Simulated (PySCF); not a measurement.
# Adding and removing an electron: SnP

PBE0; basis Sn def2-SVPD with ECP28, P def2-SVPD; scalar-relativistic core potentials; PySCF 2.14. Neutral (UKS): doublet (π ↑), Re = 2.353 Å, ωe = 417 cm⁻¹, De = 2.79 eV, HOMO -6.03 eV, LUMO -4.12 eV.

SnP⁺ (UKS): triplet (π ↑↑), Re = 2.532 Å, ωe = 332 cm⁻¹, De = 2.28 eV to Sn⁺ + P. The energies at the minima are -555.37949 hartree for SnP and -555.09209 for SnP⁺.

**Question.** Work out the adiabatic ionisation energy, without and with harmonic zero-point energies (1 hartree = 27.2114 eV, 1 eV = 8065.5 cm⁻¹), and the change of the bond length.

**Answer.** At PBE0: 0.28740 hartree = 7.821 eV between the minima; the zero-point term (332.0 − 417.0)/2 cm⁻¹ = -0.005 eV makes it 7.815 eV. Re changes by +17.9 pm against the neutral. The electron leaves a π orbital, and the longer bond of the ion fits a bonding orbital, or a change in how ionic the bond is.

These are scalar-relativistic numbers at best; spin–orbit coupling would shift them, the dissociation energy most. For an ion De counts to the pair picked by the measured ionisation energies or electron affinities, which need not be the lowest pair at this level. States were picked by a PBE0 search and need not be the measured ground states.
